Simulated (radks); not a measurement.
The numbers below are computed, except where a source is named.
Spin polarisation of the 4f10 shell in Dy. Start: [Xe] 4f(up 5, down 5) 6s2; electrons of 4f are moved from spin down to spin up, other shells keep equal spins. Code: a radial shooting solver on a logarithmic mesh with Libxc functionals. Model: scalar-relativistic Kohn-Sham, BLYP, spin-polarised, spherical densities, finite nucleus; Fermi nuclear charge, rms radius of each element as measured or else 0.836 A^(1/3) + 0.57 fm.

moment (Bohr magnetons)  E - E(0) (eV)  e(4f up) (eV)  e(4f down) (eV)  6s down minus up (eV)
0                                0.000         -2.886           -2.886                  0.000
1                               -0.181         -3.235           -2.512                  0.026
2                               -0.723         -3.558           -2.114                  0.053
3                               -1.625         -3.854           -1.692                  0.080
4                               -2.885         -4.121           -1.247                  0.107

At moment 4 the spin-polarisation energy is -2.885 eV and the 4f exchange splitting 2.873 eV, that is 0.718 eV per Bohr magneton; E = -I m^2/4 would give I = 0.721 eV.
